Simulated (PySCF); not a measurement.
Si(H)2(Me)(NCO) (C2H5NOSi), SMILES C[SiH2]N=C=O.

Coordinates come from a PBE0-D3(BJ)/def2-SVP optimisation. The values are those of a single conformer.

Method: PBE/def2-TZVP in PySCF.

The molecule is in vacuum.

```json
{
  "total_energy": "-498.44236 hartree",
  "point_group": "Cs",
  "highest_occupied_level": "-7.11 eV",
  "lowest_empty_level": "-0.45 eV",
  "orbital_gap": "6.65 eV",
  "dipole_moment": "2.60 D",
  "quadrupole, principal values (traceless, Buckingham form, about the centre of nuclear charge)": "-5.55, 2.44, 3.12 D·Å",
  "mean_static_polarisability": "60.5 bohr³ (8.96 Å³)",
  "polarisability_principal_values": "46.2, 51.7, 83.6 bohr³"
}
```
